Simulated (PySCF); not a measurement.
**How methods differ on the ionisation energy of P²⁺**

P²⁺ [Ne] 3s2 3p1 (2P) → P³⁺ [Ne] 3s2 (1S), as a difference of total energies. Calculation: PySCF 2.14, in cc-pVDZ-DK (4s3p1d, 18 functions); the spin-free X2C one-electron Hamiltonian (Gaussian nucleus). Correlated levels: valence: [Ne] frozen. The calculations carry no spin-orbit coupling.

```csv
method,ionisation energy (eV)
UHF,29.543
M06-2X,29.948
PBE,30.250
MP2 (valence),29.717
SCS-MP2 (valence),29.698
CCSD (valence),29.817
CCSD(T) (valence),29.833
```

Problem. How much does correlation contribute at CCSD(T) (valence)?

Solution. 29.833 − (29.543) = 0.290 eV, measured against UHF.

The reference lies between the lowest fine-structure levels, while these numbers refer to the centres of the terms.

Errors of the correlated levels include the incompleteness of this basis and the frozen core.

For comparison: 30.203 eV (measured; NIST Atomic Spectra Database, ionization energies).
